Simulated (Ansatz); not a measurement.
A run on `[SiH3][SiH]1OC1(Cl)Cl` with other settings.

```yaml
crystal:
  periodic: [false, false, false]
  atoms:
    - {symbol: Si, position_ang: [-0.418449, -1.300058, 1.070541]}
    - {symbol: Si, position_ang: [0.716235, -0.012125, -0.216745]}
    - {symbol: O, position_ang: [0.093578, 0.290870, -1.621239]}
    - {symbol: C, position_ang: [0.045624, 1.361622, -0.911220]}
    - {symbol: Cl, position_ang: [0.943583, 2.571325, -1.501442]}
    - {symbol: Cl, position_ang: [-1.462545, 1.863410, -0.595857]}
    - {symbol: H, position_ang: [-1.732071, -0.943402, 1.005875]}
    - {symbol: H, position_ang: [-0.248176, -2.593841, 0.663106]}
    - {symbol: H, position_ang: [0.063923, -1.158321, 2.341625]}
    - {symbol: H, position_ang: [2.074842, -0.126583, -0.231976]}
basis:
  gaussian: {orbitals: def2-mTZVP}
hamiltonian: {xc: {name: wB97}}
accuracy: high
scf: {lower_state_search: light}
output: {forces: true}
```

```sh
$ ansatz run in.yaml --threads 4 --pin off --events-out ev --progress --plain --max-ram 10444MiB
```

Shortened log:

```
Functional definition: wB97
2840 factors; integrals over basis functions are off by at most 6.7e-9 eV
737 factors; integrals over basis functions are off by at most 2.4e-9 eV
mean field evaluation 1: about -43942.9319 eV, gradient 4.7e1 eV
mean field evaluation 2: about -43942.3614 eV, gradient 5.4e1 eV
mean field evaluation 4: about -43946.8083 eV, gradient 1.1e0 eV
mean field evaluation 8: about -43946.8147 eV, gradient 3.0e-2 eV
mean field evaluation 16: about -43946.8147 eV, gradient 1.3e-5 eV
mean field -43946.81468024 eV, -1615.0156512780 hartree, gradient 3.1e-8 eV, S^2 0.000000; 0 other end points of the search recorded, 0 dependent functions left out
reference -43946.81467911 eV, -1615.0156512365 hartree; 40, 40 occupied and 103, 103 virtual orbitals, 2840 factors
Total energy: -43946.81467911 eV, -1615.0156512365 hartree
Atom 0 at    -0.418449    -1.300058     1.070541 Å, force    -0.096726    -0.185877     0.212112 eV/Å
Atom 1 at     0.716235    -0.012125    -0.216745 Å, force     2.478414    -2.701727     4.128645 eV/Å
Atom 2 at     0.093578     0.290870    -1.621239 Å, force    -1.550414    -4.514839    -7.548009 eV/Å
Atom 3 at     0.045624     1.361622    -0.911220 Å, force    -0.113407     3.022486     2.165611 eV/Å
Atom 4 at     0.943583     2.571325    -1.501442 Å, force     3.605505     4.536525    -2.115192 eV/Å
Atom 5 at    -1.462545     1.863410    -0.595857 Å, force    -5.706120     1.816157     1.354558 eV/Å
Atom 6 at    -1.732071    -0.943402     1.005875 Å, force    -2.806624     0.730517    -0.116371 eV/Å
Atom 7 at    -0.248176    -2.593841     0.663106 Å, force     0.334107    -2.719400    -0.823421 eV/Å
Atom 8 at     0.063923    -1.158321     2.341625 Å, force     0.972066     0.252114     2.690572 eV/Å
Atom 9 at     2.074842    -0.126583    -0.231976 Å, force     2.883198    -0.235955     0.051496 eV/Å
Dipole moment:     0.180681    -0.449180     0.447270 e Å
```

It took 12 s on 4 threads of an Intel Xeon 6975P-C on a shared host, with 0.95 GiB of host memory at the peak.
